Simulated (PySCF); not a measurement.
SnHCl3, SMILES [Cl][SnH]([Cl])[Cl]. Atoms are numbered in the order given.

```xyz
5

Sn     0.0000     0.0000     0.4090
Cl    -1.8925    -1.0926    -0.4424
Cl     0.0000     2.1853    -0.4424
Cl     1.8925    -1.0926    -0.4424
H      0.0000     0.0000     2.1149
```
Charge 0, spin multiplicity 1.

Coordinates come from a B3LYP-D3(BJ)/def2-SVP optimisation. The def2 effective core potentials stand for the cores of Sn; spin–orbit coupling is left out.

Level of theory: PySCF with r2SCAN/def2-TZVP.

Symmetry labels are those of the subgroup Cs that the program uses (full group C3v).

Computed valence orbital energies around the gap with their symmetry:
```tsv
orbital	symmetry	energy (eV)
HOMO−7	A'	-10.29
HOMO−6	A"	-10.29
HOMO−5	A"	-8.72
HOMO−4	A'	-8.72
HOMO−3	A'	-8.49
HOMO−2	A'	-8.49
HOMO−1	A"	-8.49
HOMO	A"	-8.35
LUMO	A'	-3.43
LUMO+1	A"	-1.25
LUMO+2	A'	-1.25
LUMO+3	A'	0.35
```
